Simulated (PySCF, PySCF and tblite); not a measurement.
A run on one conformer of C5H4BF2N, numbered as in [F:1][CH:2]([F:3])[c:4]1[b:5][n:6][cH:7][cH:8][cH:9]1, from an ensemble study. The sound level was B3LYP/pcSseg-1 (IEF-PCM, acetonitrile) on GFN2-xTB geometries.

Input:

```
{"job": {"xc": "B3LPY", "basis": "pcSseg-1", "solvent": "tetrahydrofuran", "kind": "nmr", "pop": false}, "charge": 0, "multiplicity": 1}
F     -2.701219    -0.949573     0.996314
C     -2.154187     0.014269     0.205230
F     -2.855913    -0.035344    -0.961831
C     -0.699911    -0.234697    -0.026614
B      0.034521    -1.380975    -0.561298
N      1.327037    -1.554571    -0.752103
C      2.151574    -0.571505    -0.431415
C      1.624096     0.599613     0.092602
C      0.249369     0.745686     0.280953
H     -2.365759     0.988280     0.675512
H      3.214164    -0.711065    -0.587896
H      2.282779     1.410436     0.359989
H     -0.110940     1.679933     0.692828
```

Command: OMP_NUM_THREADS=1 python ens_run.py task.json out

Output:

```
KeyError: "LibXCFunctional: name 'B3LPY' not found."
```

Q: What is wrong with this calculation?

A: The setting at fault: functional unknown or not served for shieldings. B3LPY is no functional's name. (The solvent model also differs from the sound level's.) The program refused the input.
